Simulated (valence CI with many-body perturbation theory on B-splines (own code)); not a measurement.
## E1 line list for Pt LXVI

Method: valence CI with perturbative core correlation (CI+MBPT): three valence electrons over a frozen Dirac-Fock core [Ne], a basis of 11 s, 11 p, 9 d, 7 f, 5 g, 2 h, 1 i functions for each j, with the one-electron correlation potential Σ1, the two-electron term Σ2, the three-electron term Σ3, Breit, model QED; selected CI, second order for the rest (own B-spline code, finite nucleus).

The last digits are not significant, and no measured levels were compared; by estimate large intervals hold to a few tenths of a per cent, small ones and those within an open d or f shell to about a per cent.

Lines 101 to 150 of 277 in falling wavelength, among levels below 14082 × 10³ cm⁻¹, chosen from the strongest by gf and those to the six lowest levels. Wavelengths and rates use the calculated energies. Electric multipoles are in the length gauge, E1 and E2 with the static RPA response of the core. Weak lines are less certain than strong ones. Lines between different terms over intervals too small for the method are left out, as are lines whose strength nearly cancels. The highest levels of a list are the least certain.

Levels are named by their leading jj configuration (3d3/2^4 stands for four electrons in 3d with j = 3/2), which in mixed levels can hold well under half, so a name can repeat and another be missing. Letters in brackets count levels of one name in rising energy.

```tsv
λ vac (Å)	Upper	Lower	A (s⁻¹)	log gf	Branch %
32.56	(3s 3p1/2 3d5/2) J=3/2	(3s 3p1/2 3p3/2) J=3/2 [a]	5.46e+10	-1.46	6.7
20.73	(3p1/2^2 3d3/2) J=3/2	(3s^2 3p3/2) J=3/2	2.89e+09	-3.13	1.6
20.07	(3s 3p1/2 3p3/2) J=3/2 [a]	(3s^2 3p1/2) J=1/2	2.00e+10	-2.31	87.6
19.87	(3s 3p3/2 3d5/2) J=5/2 [a]	(3s^2 3d5/2) J=5/2	5.94e+11	-0.68	55.6
19.85	(3p1/2 3p3/2 3d5/2) J=7/2 [a]	(3s 3p1/2 3d5/2) J=5/2 [b]	1.80e+11	-1.07	7.1
19.68	(3s 3p3/2^2) J=5/2	(3s^2 3p3/2) J=3/2	1.07e+12	-0.43	99.9
19.61	(3p1/2 3p3/2 3d5/2) J=3/2 [a]	(3s 3p1/2 3d5/2) J=3/2	1.28e+12	-0.53	52.6
19.59	(3s 3p3/2 3d5/2) J=7/2 [a]	(3s^2 3d5/2) J=5/2	1.74e+11	-1.10	25.6
19.58	(3p1/2 3p3/2^2) J=3/2	(3s 3p1/2 3p3/2) J=1/2	1.84e+12	-0.37	37.6
19.52	(3p1/2 3p3/2 3d5/2) J=7/2 [a]	(3s 3p1/2 3d5/2) J=7/2	1.84e+11	-1.07	7.3
19.46	(3s 3p3/2 3d5/2) J=3/2 [a]	(3s^2 3d5/2) J=5/2	3.80e+11	-1.06	35.7
19.41	(3p1/2 3p3/2^2) J=5/2	(3s 3p1/2 3p3/2) J=3/2 [b]	1.18e+12	-0.40	60.0
19.34	(3p1/2 3p3/2 3d5/2) J=5/2 [a]	(3s 3p1/2 3d5/2) J=5/2 [b]	1.15e+12	-0.41	52.6
19.29	(3p1/2 3p3/2 3d3/2) J=5/2 [a]	(3s 3p1/2 3d3/2) J=5/2	6.01e+11	-0.70	35.1
19.27	(3p1/2 3p3/2 3d5/2) J=9/2	(3s 3p1/2 3d5/2) J=7/2	1.27e+12	-0.15	94.4
19.24	(3p1/2 3p3/2^2) J=3/2	(3s 3p1/2 3p3/2) J=3/2 [b]	4.63e+11	-0.99	9.5
19.15	(3p1/2 3p3/2 3d3/2) J=3/2 [b]	(3s 3p1/2 3d3/2) J=3/2 [c]	3.35e+11	-1.13	6.4
19.12	(3p1/2 3p3/2 3d3/2) J=5/2 [b]	(3s 3p1/2 3d3/2) J=3/2 [c]	1.99e+12	-0.18	43.3
19.07	(3s 3p3/2 3d3/2) J=3/2 [b]	(3s^2 3d3/2) J=3/2	1.74e+12	-0.42	25.3
19.04	(3p1/2 3p3/2 3d5/2) J=7/2 [a]	(3s 3p1/2 3d5/2) J=5/2 [a]	2.08e+12	-0.04	82.6
19.03	(3p1/2 3p3/2 3d3/2) J=3/2 [a]	(3s 3p1/2 3d3/2) J=5/2	6.94e+11	-0.82	23.5
19.03	(3p1/2 3p3/2 3d5/2) J=5/2 [b]	(3s 3p1/2 3d5/2) J=3/2	5.95e+11	-0.71	20.5
19.03	(3p1/2 3p3/2^2) J=1/2	(3s 3p1/2 3p3/2) J=1/2	4.90e+11	-1.27	12.9
19.02	(3p1/2 3p3/2 3d5/2) J=5/2 [a]	(3s 3p1/2 3d5/2) J=7/2	3.86e+11	-0.90	17.6
18.96	(3p1/2 3p3/2 3d5/2) J=7/2 [b]	(3s 3p1/2 3d5/2) J=5/2 [b]	3.23e+11	-0.86	20.5
18.96	(3s 3p1/2 3d3/2) J=3/2 [a]	(3s 3p1/2^2) J=1/2	3.26e+11	-1.15	83.2
18.96	(3s 3p3/2 3d5/2) J=7/2 [b]	(3s^2 3d5/2) J=5/2	3.47e+12	0.17	91.6
18.94	(3p1/2 3p3/2 3d3/2) J=5/2 [a]	(3s 3p1/2 3d3/2) J=3/2 [b]	3.33e+11	-0.97	19.5
18.92	(3p1/2 3p3/2 3d3/2) J=3/2 [b]	(3s 3p1/2 3d3/2) J=1/2	2.80e+11	-1.22	5.4
18.81	(3s 3p1/2 3p3/2) J=3/2 [b]	(3s^2 3p1/2) J=1/2	1.13e+12	-0.62	97.5
18.80	(3p1/2 3p3/2 3d3/2) J=7/2	(3s 3p1/2 3d3/2) J=5/2	2.51e+12	0.03	96.2
18.77	(3p1/2 3p3/2^2) J=5/2	(3s 3p1/2 3p3/2) J=5/2	5.64e+11	-0.75	28.7
18.77	(3p1/2 3p3/2 3d3/2) J=1/2 [b]	(3s 3p1/2 3d3/2) J=1/2	1.08e+12	-0.94	25.9
18.71	(3p1/2 3p3/2 3d5/2) J=1/2	(3s 3p1/2 3d5/2) J=3/2	9.38e+11	-1.01	57.7
18.71	(3p1/2 3p3/2^2) J=1/2	(3s 3p1/2 3p3/2) J=3/2 [b]	2.64e+12	-0.56	69.4
18.70	(3s 3p3/2 3d3/2) J=5/2 [b]	(3s^2 3d3/2) J=3/2	6.46e+12	0.31	81.5
18.69	(3p1/2 3p3/2 3d3/2) J=3/2 [a]	(3s 3p1/2 3d3/2) J=3/2 [b]	6.68e+11	-0.85	22.6
18.69	(3p1/2 3p3/2 3d5/2) J=3/2 [a]	(3s 3p1/2 3d5/2) J=5/2 [a]	6.81e+11	-0.85	28.0
18.65	(3p1/2 3p3/2 3d5/2) J=7/2 [b]	(3s 3p1/2 3d5/2) J=7/2	3.70e+11	-0.81	23.5
18.65	(3p1/2 3d3/2^2) J=5/2	(3p1/2^2 3d3/2) J=3/2	7.33e+11	-0.64	90.0
18.61	(3p1/2 3p3/2^2) J=3/2	(3s 3p1/2 3p3/2) J=5/2	4.89e+11	-0.99	10.0
18.61	(3p1/2 3p3/2 3d3/2) J=1/2 [a]	(3s 3p1/2 3d3/2) J=3/2 [b]	1.72e+12	-0.75	52.6
18.59	(3p1/2 3p3/2 3d5/2) J=5/2 [b]	(3s 3p1/2 3d5/2) J=7/2	2.47e+11	-1.11	8.5
18.57	(3p1/2 3p3/2 3d5/2) J=5/2 [a]	(3s 3p1/2 3d5/2) J=5/2 [a]	1.69e+11	-1.28	7.7
18.57	(3s 3p1/2 3d3/2) J=3/2 [b]	(3s 3p1/2^2) J=1/2	5.56e+11	-0.94	86.0
18.54	(3p1/2 3p3/2 3d3/2) J=5/2 [a]	(3s 3p1/2 3d3/2) J=3/2 [a]	7.10e+11	-0.66	41.5
18.52	(3s 3p3/2 3d3/2) J=1/2 [b]	(3s^2 3d3/2) J=3/2	5.13e+12	-0.28	58.5
18.50	(3s 3p3/2^2) J=1/2	(3s^2 3p3/2) J=3/2	3.14e+12	-0.49	99.7
18.50	(3s 3p1/2 3p3/2) J=1/2	(3s^2 3p1/2) J=1/2	4.34e+12	-0.35	99.2
18.46	(3s 3p3/2 3d3/2) J=3/2 [a]	(3s 3p1/2 3p3/2) J=3/2 [b]	7.66e+10	-1.81	2.2
```

(1) How does gf follow from A for the line at 19.27 Å?

## Answers

(1) gf = 1.4992 × (2J+1)_upper × A / σ², with σ = 5188799 cm⁻¹ and 2J+1 = 10: gf = 0.706.
